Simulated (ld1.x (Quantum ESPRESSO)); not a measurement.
## Reading a pseudo-wave (cadmium)

Columns: radius, all-electron u(r) and pseudo u(r) of the 5s shell (level -6.31 eV) of cadmium in the configuration [Kr] 4d10 5s1.75 5p0.25; LDA (PZ), scalar-relativistic, RRKJ scheme, ld1.x (Quantum ESPRESSO) 7.5.

```json
{"r (bohr)": "0.168", "all-electron": "0.0461", "pseudo": "0.0231"}
{"r (bohr)": "0.335", "all-electron": "0.1369", "pseudo": "0.0482"}
{"r (bohr)": "0.503", "all-electron": "-0.1582", "pseudo": "0.0775"}
{"r (bohr)": "0.670", "all-electron": "-0.2966", "pseudo": "0.1133"}
{"r (bohr)": "0.838", "all-electron": "-0.2327", "pseudo": "0.1584"}
{"r (bohr)": "1.005", "all-electron": "-0.0673", "pseudo": "0.2144"}
{"r (bohr)": "1.172", "all-electron": "0.1195", "pseudo": "0.2821"}
{"r (bohr)": "1.340", "all-electron": "0.2885", "pseudo": "0.3602"}
{"r (bohr)": "1.508", "all-electron": "0.4238", "pseudo": "0.4427"}
{"r (bohr)": "1.675", "all-electron": "0.5232", "pseudo": "0.5207"}
{"r (bohr)": "1.842", "all-electron": "0.5911", "pseudo": "0.5850"}
{"r (bohr)": "2.010", "all-electron": "0.6329", "pseudo": "0.6296"}
{"r (bohr)": "2.178", "all-electron": "0.6535", "pseudo": "0.6527"}
{"r (bohr)": "2.345", "all-electron": "0.6575", "pseudo": "0.6575"}
{"r (bohr)": "2.512", "all-electron": "0.6493", "pseudo": "0.6493"}
{"r (bohr)": "2.680", "all-electron": "0.6319", "pseudo": "0.6319"}
{"r (bohr)": "2.848", "all-electron": "0.6080", "pseudo": "0.6080"}
{"r (bohr)": "3.015", "all-electron": "0.5798", "pseudo": "0.5798"}
{"r (bohr)": "3.182", "all-electron": "0.5487", "pseudo": "0.5487"}
{"r (bohr)": "3.350", "all-electron": "0.5159", "pseudo": "0.5159"}
{"r (bohr)": "3.518", "all-electron": "0.4825", "pseudo": "0.4825"}
{"r (bohr)": "3.685", "all-electron": "0.4494", "pseudo": "0.4494"}
{"r (bohr)": "3.852", "all-electron": "0.4170", "pseudo": "0.4170"}
{"r (bohr)": "4.020", "all-electron": "0.3854", "pseudo": "0.3854"}
{"r (bohr)": "4.188", "all-electron": "0.3552", "pseudo": "0.3552"}
{"r (bohr)": "4.355", "all-electron": "0.3266", "pseudo": "0.3266"}
```

(1) How many radial nodes do the two functions have?

(2) At about which radius was the pseudo-wave matched?

(3) Is the pseudo-wave norm-conserving?

Answers

(1) The all-electron 5s function has n − l − 1 = 4 (the table is too coarse to show those close to the nucleus); the pseudo-wave has 0, since the states of the same l below it are removed with the core.

(2) 2.55 bohr. The columns agree to 0.0005 from 2.35 bohr on; several derivatives are matched, so the curves merge somewhat inside the radius.

(3) Yes: the RRKJ scheme keeps the norm inside the radius equal to the all-electron one, which fixes the energy derivative of the logarithmic derivative at the level.
